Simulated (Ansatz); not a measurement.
A made-up structure of GaH$_{2}$SO (charge -1), singlet:

```xyz
5
angstrom
O 0.9999 -1.9582 0.3634
Ga 0.5047 0.0842 0.1873
S -1.1534 0.6243 -0.4246
H -1.8534 -0.5115 -0.6884
H 1.2970 1.4283 0.4850
```

It is relaxed with PBE-D4/def2-SVPD and then PBE0-D4/def2-TZVPD (Ansatz 0.2.0). Atoms count as bonded within 1.22 times the sum of their covalent radii (H–H: 0.88 Å). The end point is not checked to be a true minimum.

Does its bonding change? (Judge from chemistry; the calculation decides.)

The calculation gives: No: no bond forms or breaks.

Where it ends: The first stage lowers the energy by 3.13 eV in 7 steps. It ends as GaH₂SO ([O][GaH][SH]), total charge -1:
```xyz
5
angstrom
O 1.0135 -1.7043 0.3693
Ga 0.6426 -0.0502 0.2377
S -1.4209 0.6879 -0.5238
H -1.8830 -0.5607 -0.6992
H 1.4426 1.2942 0.5387
```

Labels in which every atom is bracketed show which atoms are joined, not bond orders.

For scale, one of the runs: PBE0-D4/def2-TZVPD relaxation, 158 basis functions, launched by `ansatz run in.yaml --threads 2 --pin off --events-out ev --progress --plain --max-ram 4352MiB`. The run took about 15 s on 2 CPU threads of an Intel Xeon 6975P-C (shared host).
